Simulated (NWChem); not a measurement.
Molecule: C2H9NSi; SMILES CC[SiH2]N

```xyz
13

Si    -0.5402    -0.7226     0.1419
N      0.9970    -1.4860    -0.1389
C     -0.4992     1.0589    -0.4636
C      0.5603     1.9320     0.2054
H     -1.5481    -1.5227    -0.6211
H     -0.9766    -0.7043     1.5842
H      1.8134    -1.1550     0.3646
H      1.0227    -2.4980    -0.2023
H     -0.3452     1.0368    -1.5562
H     -1.5057     1.4850    -0.3034
H      0.4244     1.9738     1.2986
H      0.5325     2.9690    -0.1654
H      1.5762     1.5500     0.0133
```
Atoms are numbered in this order, from 1.

Computed with NWChem. Structure relaxed at the PBE0/def2-SVP level. Level: PBE0/def2-SVP with SMD (1 M gas to 1 M solution), gas-phase geometry. Reactions with the solvent are ignored.

**Question.** Estimate the computed values for solvent toluene. Quantities: solvation free energy (kcal/mol); cavity-dispersion-structure term (kcal/mol); dipole in solution (D).

**Answer.** 
- solvation free energy (kcal/mol): -2.6
- cavity-dispersion-structure term (kcal/mol): -0.3
- dipole in solution (D): 1.17
